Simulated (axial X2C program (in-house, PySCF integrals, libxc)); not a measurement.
# Levels of TiCl by electron attachment to TiCl⁺ (EOM-EA-CCSD)

Calculated with an axial X2C code built on PySCF integrals: two-component X2C with atomic mean-field Coulomb and Gaunt terms, Gaussian nuclei, basis Ti dyall-acv3z, Cl dyall-av3z with contracted cores.

R = 2.256 Å (near the PBE0 minimum at charge 0 of the determinant lowest at the starting distance; the state shown can have its own minimum elsewhere).

Hartree–Fock spinors of TiCl⁺ (one of each Kramers pair; a window near the gap, which can cut inner shells):

```
  ω  occupied  ε (eV)                    character
1/2       yes  -18.36           67% Ti d, 30% Cl p
1/2       yes  -17.31  77% Cl p, 12% Ti d, 5% Ti s
3/2       yes  -16.36   81% Cl p, 9% Ti d, 4% Ti f
1/2       yes  -15.60  59% Cl p, 28% Ti d, 5% Ti p
1/2        no   -6.10  63% Ti s, 22% Ti p, 7% Cl p
3/2        no   -3.94  50% Ti p, 46% Ti d, 3% Cl p
3/2        no   -3.77           82% Ti d, 16% Ti p
1/2        no   -3.71  68% Ti p, 25% Ti d, 4% Cl p
5/2        no   -3.45                     98% Ti d
1/2        no   -3.35  45% Ti p, 44% Ti d, 3% Cl p
```

Levels of TiCl obtained by attaching an electron to TiCl⁺:

| Ω | binding energy (eV) | above lowest (cm⁻¹) | attached spinor | one-particle weight |
| --- | --- | --- | --- | --- |
| 1/2 | 6.826 | 0 | 62% Ti sσ, 17% Ti pσ, 8% Cl pσ | 0.96 |
| 3/2 | 6.140 | 5529 | 98% Ti dδ | 0.70 |
| 5/2 | 5.920 | 7306 | 99% Ti dδ | 0.75 |
| 3/2 | 5.353 | 11875 | 78% Ti dπ, 16% Ti pπ | 0.61 |
| 1/2 | 4.978 | 14905 | 57% Ti dσ, 27% Ti pσ, 8% Ti dπ | 0.79 |

This point took 90 s on 1 thread of Intel(R) Xeon(R) Processor @ 2.30GHz (shared host).

Reference electrons by ω block (each with its −ω partner): 1/2: 15, 3/2: 4. 18 electrons of TiCl⁺ correlated (inner shells frozen), 92 natural virtual spinors (a truncated set); levels can be off by some tenths of an eV. Roots sought by Ω: (1/2: 5, 3/2: 4, 5/2: 2, 7/2: 1); rows need 60 % one-particle weight and stop where some Ω has no more roots. Missing are any skipped roots, higher Ω and states of a further excitation; these come out far too high here and may in truth be low or lowest. T1 of the reference 0.027 (Lee–Taylor). The reference was not checked to be the lowest state of its species. Number of frozen shells: Ti 2 s, 1 p; Cl 2 s, 1 p. Large amplitudes in the reference (orbital relaxation or multireference character) lower the reliability.
